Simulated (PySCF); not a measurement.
Zinc: a sound run and one with changed settings

Sound run: Zn [Ar] 3d10 4s2, Zn⁺ [Ar] 3d10 4s1. Calculation: PySCF 2.14, in cc-pVTZ-PP with ECP10MDF (5s5p4d2f1g, 63 functions); a scalar-relativistic core potential. The sound run starts from symmetry-adapted Hartree-Fock orbitals and uses a fine grid where one is needed.

Changed run: basis STO-3G, all-electron and non-relativistic. This setting is unsound on purpose.

```tsv
species	method	sound run (hartree)	changed run (hartree)	converged
Zn	UHF	-225.96295	-1756.53408	yes
Zn	TPSS	-227.04766	-1757.69616	yes
Zn	M06-2X	-227.20811	-1757.70917	yes
Zn⁺	UHF	-225.67613	-1756.39912	yes
Zn⁺	TPSS	-226.70565	-1757.51202	yes
Zn⁺	M06-2X	-226.86852	-1757.50971	yes
```

Ionisation energy of Zn:

```
method  sound run (eV)  changed run (eV)
   UHF           7.805             3.673
  TPSS           9.307             5.011
M06-2X           9.241             5.428
```

A minimal basis cannot let orbitals breathe on ionisation and holds almost no correlation. The Hamiltonian changed with the basis, so the totals do not compare.

For comparison, NIST gives 9.394 eV between the lowest levels.
